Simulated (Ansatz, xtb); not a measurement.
## C4H5BrO3: 4 structures ranked

4 gas-phase structures of C4H5BrO3, from a drawn sample of its isomers (lower ones may exist). Each was relaxed with GFN2-xTB; where two conformers were screened, the lower at r2SCAN-D4/def2-SVP//GFN2-xTB is listed:

A. `O=C1OCC(Br)CO1`, a singlet
B. `COC(=O)O/C=C\Br`, a singlet
C. `COC(=O)O/C=C/Br`, a singlet
D. `O=COC(=O)CCBr`, a singlet

Task: Estimate their order in r2SCAN-D4/def2-SVP//GFN2-xTB energy at these geometries, lowest first.

Result: Calculated order at r2SCAN-D4/def2-SVP//GFN2-xTB: D (0.0), A (1.4), B (15.7), C (17.0) kcal/mol.

Energies above the lowest of each column, in kcal/mol; the last columns are at r2SCAN-D4/def2-SVP geometries (a dash: not run or not comparable):

```json
{"structure": "D", "GFN2-xTB": "19.1", "HF/STO-3G": "19.8", "r2SCAN-D4/def2-SVP//GFN2-xTB": "0.0", "r2SCAN-D4/def2-SVP": "0.0", "CCSD(T)/def2-SVP + ΔMP2/def2-TZVPP": "0.0"}
{"structure": "A", "GFN2-xTB": "0.0", "HF/STO-3G": "0.0", "r2SCAN-D4/def2-SVP//GFN2-xTB": "1.4", "r2SCAN-D4/def2-SVP": "1.7", "CCSD(T)/def2-SVP + ΔMP2/def2-TZVPP": "3.4"}
{"structure": "B", "GFN2-xTB": "18.7", "HF/STO-3G": "31.4", "r2SCAN-D4/def2-SVP//GFN2-xTB": "15.7", "r2SCAN-D4/def2-SVP": "16.2", "CCSD(T)/def2-SVP + ΔMP2/def2-TZVPP": "16.9"}
{"structure": "C", "GFN2-xTB": "17.7", "HF/STO-3G": "31.5", "r2SCAN-D4/def2-SVP//GFN2-xTB": "17.0", "r2SCAN-D4/def2-SVP": "17.5", "CCSD(T)/def2-SVP + ΔMP2/def2-TZVPP": "–"}
```

CCSD(T)/def2-SVP + ΔMP2/def2-TZVPP puts D lowest of those it was run on; GFN2-xTB picks A, HF/STO-3G picks A. Flexible structures stand in one conformer each, not always the lowest. Frequencies (GFN2-xTB) were run for A, B, D alone. The ΔMP2 step shifts differences by up to 3.2 kcal/mol, which makes them less sure. ΔMP2 is the change of the MP2 energy from the smaller to the larger basis.

Over these structures GFN2-xTB departs from r2SCAN-D4/def2-SVP//GFN2-xTB by 6.9 kcal/mol on average once a common shift is removed. A GFN2-xTB relaxation took about 0.079 s and the r2SCAN-D4/def2-SVP//GFN2-xTB energy about 2.3 s on a shared host (Ansatz 0.2.0, xtb 6.7.1).
